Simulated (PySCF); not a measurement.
## Nuclear quadrupole coupling in `C/C=C\[P@H](=O)CC(C)=O`

C6H11O2P.
Structure used (GFN2-xTB), in Å, numbered top down from 1:
```xyz
20
C6H11O2P angstrom
C     -3.1089    0.7684   -0.8920
C     -2.7964   -0.5278   -0.2379
C     -1.5718   -0.9119    0.0946
P     -0.1085    0.0947   -0.2621
O      0.2972    0.1453   -1.6712
C      1.2001   -0.5876    0.8411
C      2.3075    0.4155    0.6386
C      3.3532    0.0090   -0.3527
O      2.2747    1.4895    1.1864
H     -3.6803    1.4051   -0.2154
H     -2.1912    1.2785   -1.1823
H     -3.7184    0.6017   -1.7794
H     -3.6425   -1.1725   -0.0276
H     -1.3874   -1.8685    0.5656
H     -0.3257    1.3414    0.3150
H      0.8452   -0.5856    1.8708
H      1.4633   -1.5929    0.5097
H      3.8436   -0.9086   -0.0344
H      2.8519   -0.1819   -1.3022
H      4.0893    0.7987   -0.4774
```

Field gradients from the PBE0/pcSseg-1 density (PySCF, non-relativistic), principal values in atomic units, ordered |Vxx| ≤ |Vyy| ≤ |Vzz|:

```csv
atom,Vxx,Vyy,Vzz
O5,-0.3714,-0.4771,0.8485
O9,0.5385,1.4377,-1.9762
```

Find the asymmetry η = (Vxx − Vyy)/Vzz and the couplings χ = eQV/h (234.96 MHz × Q in barn × V in au), with Q(17O) = −0.0256 b.

```json
{"atom": "O5", "environment": "phosphoryl oxygen", "nucleus": "17O", "η": "0.12", "χzz (MHz)": "-5.10", "χxx (MHz)": "2.23", "χyy (MHz)": "2.87"}
{"atom": "O9", "environment": "ketone oxygen", "nucleus": "17O", "η": "0.45", "χzz (MHz)": "11.89", "χxx (MHz)": "-3.24", "χyy (MHz)": "-8.65"}
```

The tensor is traceless: Vxx + Vyy + Vzz = 0.

What is Vzz at O5 in SI units (1 au = 9.71736 × 10²¹ V/m²)?

0.8485 au = 8.245 × 10²¹ V/m².

And the gradient at the other heavy atoms, for which no coupling is worked out here?

```
atom                       environment  Vzz (au)     η
  C1                    allylic carbon     0.061  0.56
  C2                  alkene CH carbon     0.422  0.32
  C3                  alkene CH carbon     0.200  0.89
  P4             phosphoryl phosphorus    -0.377  0.82
  C6    sp3 carbon bound to phosphorus     0.046  0.76
  C7            ketone carbonyl carbon     0.548  0.16
  C8  methyl carbon next to a carbonyl    -0.071  0.98
```

Were the hydrogens deuterons (Q(2H) = 0.00286 b), χzz would run from 126 kHz (H15) to 220 kHz (H14).

The structure is a single GFN2-xTB conformer in the gas phase; no vibrational or solvent corrections. GFN2-xTB bond lengths can be off by several hundredths of an ångström, more for odd bonds, and the gradients follow them. A larger basis could move these couplings by a tenth or more.
